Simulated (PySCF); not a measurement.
Molecule: 1,1-difluoroethane, C2H4F2 (charge 0, singlet). SMILES: CC(F)F
Geometry: optimised at B3LYP-D3(BJ)/def2-TZVP (Ansatz).

Dispersion corrections to the total energy (kcal/mol) from the dftd3 and dftd4 libraries through PySCF: D3(BJ) without and D4 with the three-body term, each with the damping fitted for the functional named.

```json
[
 {"functional": "BHLYP", "D3(BJ)": "-2.84", "D4": "-2.18"},
 {"functional": "PBE", "D3(BJ)": "-2.30", "D4": "?"},
 {"functional": "CAM-B3LYP", "D3(BJ)": "-1.54", "D4": "-1.70"},
 {"functional": "B2PLYP", "D3(BJ)": "-1.65", "D4": "-1.47"},
 {"functional": "LC-wPBE", "D3(BJ)": "-1.94", "D4": "-2.32"},
 {"functional": "BP86", "D3(BJ)": "?", "D4": "-2.65"},
 {"functional": "revPBE", "D3(BJ)": "-6.31", "D4": "?"}
]
```

Question: What belongs in the gaps?

Answer: 
- PBE, D4: -2.12
- BP86, D3(BJ): -3.25
- revPBE, D4: -8.37
